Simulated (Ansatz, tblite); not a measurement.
Cost and result up the ladder for the cluster B₆H₂ (the lowest singlet isomer of a short search) (8 atoms). Total charge 0; singlet. Geometry: PBE0-D4/def2-SVP.

```xyz
8

B    -1.403   -1.590   -0.285
B    -0.544   -0.185   -0.663
B     1.403    1.590    0.285
B     0.343    1.092   -0.829
B    -0.343   -1.092    0.829
B     0.544    0.185    0.664
H    -2.237   -2.325   -0.724
H     2.237    2.324    0.723
```

Ansatz on 4 threads of Arm Neoverse V2 on a shared host; xTB runs through tblite on one thread. Times are rough, summed over both states, and most runs start from the orbitals of an earlier one. No level here is sound enough to serve as a yardstick. The other state is a doublet.

The xTB rows come from tblite. The structure comes from a short search, and lower isomers may exist.

Raw xTB energies of ions are shifted by several eV.

| level | functions | wall time | vertical IE (eV) | remarks |
| --- | --- | --- | --- | --- |
| GFN1-xTB | 28 | 0.006 s | 12.80 | – |
| GFN2-xTB | 26 | 0.006 s | 11.47 | – |
| PBE-D4/def2-TZVP (with forces) | 198 | 4.6 s | 9.06 | restricted SCF unstable in HF (singlet) |
| PBE0-D4/def2-TZVP | 198 | 6 s | 9.07 | restricted SCF unstable in HF (singlet) |
| r2SCAN-D4/def2-TZVP | 198 | 9.7 s | 9.02 | restricted SCF unstable in HF (singlet) |
